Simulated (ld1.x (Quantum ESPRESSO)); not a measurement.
## Pseudopotential generation for Re: ultrasoft, PBE, scalar-relativistic.

```
Element                 : rhenium
Generator               : ld1.x (Quantum ESPRESSO) 7.5
Type                    : ultrasoft
Functional              : PBE
Relativity              : scalar-relativistic
Frozen core             : [Kr] 4d10 4f14 5s2
Valence charge          : 13
Reference configuration : 5p6 5d5 6s1 6p1
Partial waves           : 6s (bound): rcut 2.25, rcutus 2.70 bohr; 6s channel at 0.3 Ry: rcut 2.25, rcutus 2.70 bohr; 5p (bound): rcut 1.75, rcutus 2.20 bohr; 6p (bound): rcut 1.75, rcutus 2.20 bohr; 5d (bound): rcut 2.15, rcutus 2.35 bohr; 5d channel at 1.65 Ry: rcut 2.15, rcutus 2.35 bohr
Local potential         : all-electron potential smoothed inside 1.70 bohr (lloc = -2)
Core correction         : a·sin(br)/r model core inside 1.95 bohr
Augmentation charge     : PSQ, radius 1.85 bohr
```

All-electron outer shells of the reference configuration (PBE, scalar-relativistic, ld1.x):

| shell | level (eV) | outermost node (bohr) | outermost maximum (bohr) |
| --- | --- | --- | --- |
| 5s | -86.95 | 0.52 | 0.93 |
| 5p | -48.72 | 0.56 | 1.06 |
| 4f | -44.00 | – | 0.41 |
| 6s | -7.07 | 1.24 | 2.51 |
| 5d | -6.90 | 0.62 | 1.41 |
| 6p | -2.12 | 1.48 | 3.52 |

(1) Estimate the cutoffs (Ry, on a coarse ladder) from which the occupation-weighted sum of valence levels, in a spherical-Bessel basis at the reference potential, stays within 10 and 1 mRy of its value at 400 Ry.

(2) Does the potential have ghost states?

(3) Is the overlap operator S = 1 + Σ q|β⟩⟨β| positive definite (Bessel basis up to 400 Ry)?

(4) Which valence shell sets the plane-wave cutoff?

Results:

(1) 25 Ry and 40 Ry.

(2) No extra level below or beside the all-electron valence levels (s, p, d, f tested).

(3) Yes: its lowest eigenvalue is 0.10 (p channel).

(4) 6p: its level needs 30 Ry to come within 1 mRy, against 18 Ry for 5p.

Its largest configuration-test error is -2.3 meV (5p6 5d5 6s0 6p0). Test run stopped at test 4 of 7 (negative rho).
